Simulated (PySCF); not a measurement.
Write Cartesian coordinates for InChI=1S/C4H12Ge/c1-5(2,3)4/h1-4H3 as optimised with PBE0-D3(BJ)/def2-SVP.

```
atom  x, y, z in Å
C1    -0.0081   -1.1976   -1.5460
Ge2   -0.0006    0.0015    0.0007
C3    -0.0593    1.8592   -0.6119
C4    -1.5654   -0.3689    1.1164
C5     1.6285   -0.2901    1.0450
H6    -0.9231   -1.0576   -2.1418
H7     0.0339   -2.2500   -1.2266
H8     0.8574   -1.0028   -2.1977
H9    -0.0689    2.5502    0.2450
H10   -0.9648    2.0454   -1.2092
H11    0.8172    2.0964   -1.2336
H12   -2.4958   -0.2271    0.5458
H13   -1.5430   -1.4069    1.4822
H14   -1.5917    0.3008    1.9892
H15    1.6871   -1.3333    1.3909
H16    2.5223   -0.0801    0.4382
H17    1.6510    0.3663    1.9280
```

Any rigid rotation of these coordinates is as good. Atoms count from 1 in this order. All 4 C–Ge bonds measure 1.957 Å. Ge2 (germanium bonded to 4 C) is tetrahedral (angles from 109.4° to 109.5°).

Bonds between heavy atoms (Å): C1–Ge2 1.957, Ge2–C3 1.957, Ge2–C4 1.957, Ge2–C5 1.957.

Computed with PBE0-D3(BJ)/def2-SVP geometry optimisation, gas phase in PySCF.

Point group: Td (tolerance 0.08 Å). No frequency check.
